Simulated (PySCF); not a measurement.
C₆H₁₁N₂ (doublet state).
Numbering: `[H]/[N:5]=[C:4]([CH2:3][CH2:2][CH2:1])\[CH:6]=[N:7]/[CH3:8]` (hydrogens: H9, H10 on C1; H11, H12 on C2; H13, H14 on C3; H15 on N5; H16 on C6; H17, H18, H19 on C8)

Geometry (GFN2-xTB, Å), atoms numbered from 1 in this order:
```xyz
19
C6H11N2 angstrom
C     -2.6469    1.2542   -0.8359
C     -1.9657   -0.0383   -0.6879
C     -0.4603    0.1309   -0.4023
C      0.2170   -1.1753   -0.1182
N     -0.4776   -2.2323   -0.1872
C      1.6581   -1.2226    0.2519
N      2.5562   -0.3578    0.4292
C      2.4259    1.0585    0.3006
H     -2.5714    1.9932   -0.0608
H     -3.2281    1.4870   -1.7051
H     -2.3750   -0.6045    0.1605
H     -2.0939   -0.6572   -1.5753
H     -0.3254    0.7977    0.4531
H      0.0153    0.5988   -1.2683
H      0.0253   -3.0943    0.0177
H      2.0015   -2.2468    0.4154
H      3.4349    1.4735    0.3248
H      1.8687    1.4690    1.1468
H      1.9315    1.3754   -0.6207
```

The hyperfine couplings belong to this conformer and change with its torsions.

The calculation used UKS B3LYP, pcH-1 on C H N, non-relativistic, mean-field spin-orbit, GIAO (PySCF 2.14.0). Geometry: GFN2-xTB, one conformer, isolated molecule. GFN2-xTB frequencies show an imaginary mode (51i cm⁻¹), so this geometry is no minimum at that level. The geometry wasn't refined by DFT: couplings that depend on bond lengths, twists or pyramidal angles can differ widely from those at the functional's own minimum. No stability test was run, so a lower SCF solution isn't excluded.

The Mulliken spin populations are largest on C1 (+1.08) and C2 (-0.09). C1 is the only atom above +0.15. The angles at C1 add up to 360.0°, so it is planar; its axial dipolar tensor and the negative couplings of its protons fit spin in a p orbital normal to that plane.

Task: Find Q in a(H) = Q·ρ(C) for the protons on the planar carbons that carry spin.

Result: 
```
  H   C    ρ(C)  a(H) (G)  a/ρ (G)
 H9  C1  +1.084    -22.25    -20.5
H10  C1  +1.084    -23.17    -21.4
```

These protons share one ρ (within 0.01), so their mean ratio, Q = -20.9 G, is no test of linearity. In McConnell's picture π spin on carbon polarises the C–H bond and leaves opposite spin at the proton, which makes Q negative, as found here.

Task: How do the β-proton couplings of this frozen conformer go with θ, the angle between the C–H bond and the normal to the plane of the spin centre's three neighbours, both seen down the bond from centre to carbon?

Result: 
```tsv
β H	on	centre	θ (°)	cos²θ	a (G)
H11	C2	C1	26	0.81	+48.14
H12	C2	C1	87	0.00	+1.46
```

Couplings in gauss use g_iso = 2.0026.

The run took 87 s of wall time (with the writing of density and orbital grids) on one thread of an Arm Neoverse V1, no GPU, shared host, and the process peaked at 0.97 GiB of memory.
